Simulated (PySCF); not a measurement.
A TDDFT job was run through a driver script with this input:

```
{"job": {"kind": "uv", "xc": "B3LYP", "basis": "def2-SVPD", "nstates": 8, "ntriplets": 3}, "charge": 0, "multiplicity": 1}
B     -1.909790     1.225143    -0.216021
S     -1.001166    -0.406372    -0.914571
C     -1.815427    -1.690737     0.087346
C      0.511168    -0.269696    -0.001639
C      1.586137     0.327036    -0.489572
C      2.842500     0.533163     0.292017
F      3.932996     0.119448    -0.437124
H     -1.728107     1.187064     0.956739
H     -3.033258     1.066055    -0.552950
H     -1.351003     2.109738    -0.769321
H     -1.950458    -1.326551     1.101187
H     -1.217908    -2.596848     0.066262
H     -2.784790    -1.875567    -0.364287
H      0.465417    -0.653171     1.006617
H      1.601415     0.702557    -1.502325
H      2.845734    -0.038070     1.225892
H      2.999543     1.598840     0.501840
```

Its output, with some lines taken out ([cut]):

```
coarse grid: 14344 points
cycle   1  E = -680.8160003193  dE =  5.560e-01  |g| = 5.601e-01  |ddm| = 6.398e+00
cycle   2  E = -680.7745611686  dE =  4.144e-02  |g| = 7.576e-01  |ddm| = 2.400e+00
cycle   3  E = -680.8964167466  dE = -1.219e-01  |g| = 1.028e-01  |ddm| = 1.132e+00
cycle   4  E = -680.8983339020  dE = -1.917e-03  |g| = 3.755e-02  |ddm| = 1.975e-01
cycle   5  E = -680.8986616276  dE = -3.277e-04  |g| = 1.124e-02  |ddm| = 8.639e-02
cycle   6  E = -680.8986905160  dE = -2.889e-05  |g| = 5.087e-03  |ddm| = 3.051e-02
cycle   7  E = -680.8986967777  dE = -6.262e-06  |g| = 9.065e-04  |ddm| = 8.624e-03
final grid: 133112 points
cycle   8  E = -680.9859509723  dE = -4.935e-05  |g| = 6.715e-03  |ddm| = 1.501e-01
cycle   9  E = -680.9859406959  dE =  1.028e-05  |g| = 9.945e-03  |ddm| = 2.149e-02
cycle  10  E = -680.9859607706  dE = -2.007e-05  |g| = 1.023e-03  |ddm| = 1.173e-02
cycle  11  E = -680.9859609986  dE = -2.281e-07  |g| = 2.687e-04  |ddm| = 1.930e-03
cycle  12  E = -680.9859610130  dE = -1.442e-08  |g| = 1.394e-04  |ddm| = 6.852e-04
cycle  13  E = -680.9859610179  dE = -4.836e-09  |g| = 2.659e-05  |ddm| = 2.506e-04
cycle  14  E = -680.9859610180  dE = -1.514e-10  |g| = 9.226e-06  |ddm| = 6.758e-05
converged SCF energy = -680.9859610180

Static polarisability (au): isotropic 93.128, principal 74.275 85.722 119.386

Singlet excitations
state   eV       nm        f      main configurations
[cut]
  2   6.1022    203.2   0.19495   H->L 0.41, H-1->L 0.41, H-2->L 0.10
[cut]
[cut]
  5   6.8009    182.3   0.02548   H-1->L+1 0.96
  6   6.9599    178.1   0.00575   H->L+2 0.93
  7   7.0872    174.9   0.02265   H-2->L+1 0.83
  8   7.1931    172.4   0.00880   H->L+4 0.82

Triplet excitations (Tamm-Dancoff, eV): 4.1485 5.7713 5.8727
```

The calculation used PySCF, TDDFT B3LYP/def2-SVPD, vertical, gas phase, core orbitals frozen in the response. One conformer (not necessarily the lowest) at the GFN2-xTB geometry, without solvent, vibrations or thermal averaging.

Restore the lines that were cut, in order.

```
  1   5.8057    213.6   0.05421   H-1->L 0.54, H->L 0.43
  3   6.2198    199.3   0.00118   H->L+1 0.51, H-2->L 0.45
  4   6.2540    198.2   0.07689   H-2->L 0.45, H->L+1 0.39, H->L 0.08
```

What is the polarisability anisotropy, √(½[(α1 − α2)² + (α2 − α3)² + (α3 − α1)²])?

40.62 au.

Which orbital energies lie behind H and L?

HOMO -7.61 eV and LUMO -1.21 eV, a gap of 6.41 eV; state 1 differs from that by -0.60 eV.

How much of the mean polarisability do the listed states account for?

The sum over states Σ f/ΔE² (ΔE in hartree) gives 7.50 au, 8% of the total; the rest comes from higher roots of the same response equations.

Write the structure that the coordinates describe.

`[BH3-][S@+](C)/C=C/CF` (C4H10BFS), point group C1.

The SCF starts on a coarse grid; the energy jumps when the final grid takes over, and dE counts afresh there. H and L stand for HOMO and LUMO.

Hardware: Arm Neoverse N1, one thread, shared host. Cost: 81 s of wall time, 0.87 GiB resident at most.

Conformer computed: `[BH3-:1][S@+:2]([CH3:3])/[CH:4]=[CH:5]/[CH2:6][F:7]`: B1–S2–C4–C5 -94°, C4–C5–C6–F7 131°.
